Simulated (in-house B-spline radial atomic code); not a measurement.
## The tungsten ion W⁵⁺: [Xe] (4f5/2)5 (4f7/2)8 5d2 (with a hole in an inner shell)

Computed with a B-spline radial code for spherical atoms: Dirac-Hartree-Fock, average of the jj configuration, Fermi nucleus of rms radius 5.3658 fm.

Effective charges: Z_r = [3n² - l(l+1)]/(2<r>) from the radius, Z_e = n√(-2ε) from the energy, and Slater's rules. Values are occupation-weighted means over j. An effective charge above Z reflects the relativistic contraction of the inner shells.

```tsv
shell	electrons	ε (eV)	<r> (bohr)	Z_r	Z_e	Slater
1s	2	-70039	0.01835	81.76	71.75	73.70
2s	2	-12285	0.0769	78.02	60.10	69.85
2p	6	-10821	0.06901	72.45	56.40	69.85
3s	2	-2947.6	0.2001	67.47	44.16	62.75
3p	6	-2500.8	0.2001	62.46	40.67	62.75
3d	10	-1950.7	0.1824	57.56	35.92	52.85
4s	2	-697.23	0.4488	53.47	28.63	46.25
4p	6	-546.24	0.4751	48.41	25.35	46.25
4d	10	-343.19	0.5091	41.25	20.09	34.85
5s	2	-157.7	1.052	35.64	17.02	17.20
4f	13	-120.45	0.5797	31.05	11.90	23.80
5p	6	-114.66	1.19	30.68	14.51	17.20
5d	2	-65.878	1.547	22.30	11.00	6.65
```

The least bound orbital is 5d5/2 at -65.47 eV, and it is also the most diffuse (<r> = 1.559 bohr). The part-filled 4f shell lies below the filled 5p shell in orbital energy.

For the 1s electron the small component carries 7.79 % of the norm, the zero-frequency Breit interaction raises the level by 243.3 eV, self-energy by 152 eV, and vacuum polarisation lowers it by 28.76 eV.
